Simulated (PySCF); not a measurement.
## Calculated NMR parameters of C/C=C(\[SiH3])C1CC(=O)C1

```
Formula                               : C7H12OSi
SMILES                                : C/C=C(\[SiH3])C1CC(=O)C1
Point group of the computed structure : C1
Degrees of unsaturation               : 3
Carbon signals                        : 6
Proton signals                        : 6
```

Mapped SMILES: `[CH3:1]/[CH:2]=[C:3](\[SiH3:4])[CH:5]1[CH2:6][C:7](=[O:8])[CH2:9]1`. Hydrogens are named by the atom that carries them. Ha(C6), Ha(C9) are cis to C3 on the ring; Hb(C6), Hb(C9) are trans to C3 on the ring.

One averaged value for each set of equivalent atoms, isolated molecule, one computed conformer, non-relativistic Hamiltonian. NMR shieldings at PBE0/pcSseg-1/GIAO; structure optimised with GFN2-xTB; PySCF 2.14.0 with density-fitted response routines.

Scale: TMS for ¹H, ¹³C, ²⁹Si; ¹⁷O against H2O (reference shieldings calculated alike).

| carbon | δC, type | δH (multiplicity) | HMBC from (2–3 bonds) | span of the C tensor (ppm) |
| --- | --- | --- | --- | --- |
| C1 | 22.8, CH3 | 2.02 (d) | H(C2) | 31 |
| C2 | 147.5, CH | 6.45 (q) | H(Si4), H(C5), H(C1) | 232 |
| C3 | 141.5, C | – | H(C2), H(Si4), Hb(C6)/Hb(C9), H(C5), Ha(C6)/Ha(C9), H(C1) | 209 |
| C5 | 32.4, CH | 2.99 (m) | H(C2), H(Si4), Hb(C6)/Hb(C9), Ha(C6)/Ha(C9) | 41 |
| C6/C9 | 53.8, CH2 | Hb(C6) 3.13 (m); Ha(C6) 2.81 (m) | Hb(C6)/Hb(C9), H(C5), Ha(C6)/Ha(C9) | 53 |
| C7 | 210.0, C | – | Hb(C6)/Hb(C9), H(C5), Ha(C6)/Ha(C9) | 214 |

Other nuclei:
| atoms | nucleus | environment | δ (ppm) | σ (ppm) |
| --- | --- | --- | --- | --- |
| H(Si4) | ¹H | hydrogen on a silicon bonded to C | 4.25 | 27.47 |
| Si4 | ²⁹Si | silicon bonded to C, 3 H | -87.0 | 436.2 |
| O8 | ¹⁷O | ketone oxygen | 667.5 | -331.4 |

Carbon types of the structure: 2 × C, 2 × CH, 2 × CH2, 1 × CH3, leaving 3 H on heteroatoms. δC 210.0: ketone carbonyl carbon; low-lying n→π* states of the double bond to the heteroatom give a large paramagnetic term (-280 ppm). δC 147.5: alkene CH; the olefinic region. δC 141.5: fully substituted alkene carbon; as expected for a trigonal carbon in a double bond. δH 6.45: hydrogen on an alkene CH; attached to an sp2 carbon and in the plane of the double bond. δH 3.13, 2.81: hydrogen on an sp3 CH2 α to a carbonyl; α to C=O.

Shifts are as computed. Against solution values, carbons near 30 ppm lie about +3 ppm off and those near 130 ppm about +5 ppm. Of 1309 compounds with measured shifts, 239 miss one by over three times the rms of a fit or turn the order of signals round; such compounds aren't used in these exercises. Unscaled 17O shifts of doubly bonded oxygen tend to come out too high, by tens of ppm or more. Experimental scales use liquid or dissolved standards, which lie at an offset from isolated H2O (liquid H2O: subtract about 36 ppm). Multiplicities follow the n + 1 count of equivalent neighbours, as no J values were calculated; m marks all less simple cases, F and P coupling included.
